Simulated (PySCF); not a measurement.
Match the calculated data to a structure.

All candidates are C4H6F2O.

| technique | computed result |
| --- | --- |
| Triplet | lowest triplet excitation (Tamm–Dancoff): 8.51 eV [TDA B3LYP/def2-SVPD] |
| Rotational structure | rotational constants A, B, C: 5.236, 2.173, 1.861 GHz [GFN2-xTB] |
| UV, first state | lowest singlet excitation: 8.60 eV (144 nm, f = 0.040) [TDDFT B3LYP/def2-SVPD] |
| Polarisability | 51.4 au [B3LYP/def2-SVPD] |
| Dipole | 2.22 D [B3LYP/def2-SVPD] |

Electronic properties: PySCF, gas phase, density fitting. Levels stand in brackets. Isolated species at its GFN2-xTB geometry (one conformer only).

Question: Which candidate is it?
A. `C=C(OC)C(F)F`
B. `CC1[C@@H](F)O[C@@H]1F`
C. `C[C@@H](F)[C@@H](F)C=O`
D. `F[C@@H]1CC[C@@H](F)O1`
E. `C=C(CF)OCF`

Answer: D. It is `F[C@@H]1CC[C@@H](F)O1`. Numbering: `[F:1][C@@H:2]1[CH2:3][CH2:4][C@@H:5]([F:6])[O:7]1`. Its formula, C4H6F2O, gives 1 degree of unsaturation: 1 ring and 0 π bonds in the structure found. The optimised geometry has point group C2 and is an asymmetric top.

The others, at the same levels:
- `CC1[C@@H](F)O[C@@H]1F` fails: its computed lowest singlet excitation is 8.02 eV (155 nm, f = 0.023) (against 8.60 eV), lowest triplet excitation (Tamm–Dancoff) is 7.83 eV (against 8.51 eV) and rotational constant A is 4.152 GHz (against 5.236 GHz).
- `C=C(CF)OCF` fails: its computed lowest singlet excitation is 6.59 eV (188 nm, f = 0.056) (against 8.60 eV), lowest triplet excitation (Tamm–Dancoff) is 4.48 eV (against 8.51 eV) and static isotropic polarisability is 56.1 au (against 51.4 au).
- `C=C(OC)C(F)F` fails: its computed lowest singlet excitation is 6.45 eV (192 nm, f = 0.030) (against 8.60 eV), lowest triplet excitation (Tamm–Dancoff) is 4.16 eV (against 8.51 eV) and static isotropic polarisability is 56.4 au (against 51.4 au).
- `C[C@@H](F)[C@@H](F)C=O` fails: its computed lowest singlet excitation is 4.17 eV (298 nm, f = 0.000) (against 8.60 eV), lowest triplet excitation (Tamm–Dancoff) is 3.57 eV (against 8.51 eV) and static isotropic polarisability is 53.4 au (against 51.4 au).

Each candidate is one conformer, not necessarily the lowest. Dipoles, sizes and rotational constants follow the conformer. The torsions of the flexible species, by atom-mapped SMILES:
- `[CH2:1]=[C:2]([CH2:3][F:4])[O:5][CH2:6][F:7]`: C1–C2–C3–F4 17°, C1–C2–O5–C6 -8°, C2–O5–C6–F7 72°
- `[CH2:1]=[C:2]([O:3][CH3:4])[CH:5]([F:6])[F:7]`: C1–C2–O3–C4 0°, C1–C2–C5–F6 59°
- `[CH3:1][C@@H:2]([F:3])[C@@H:4]([F:5])[CH:6]=[O:7]`: C1–C2–C4–F5 -44°, C2–C4–C6–O7 47°

The conformers of `F[C@@H]1CC[C@@H](F)O1` aren't listed.
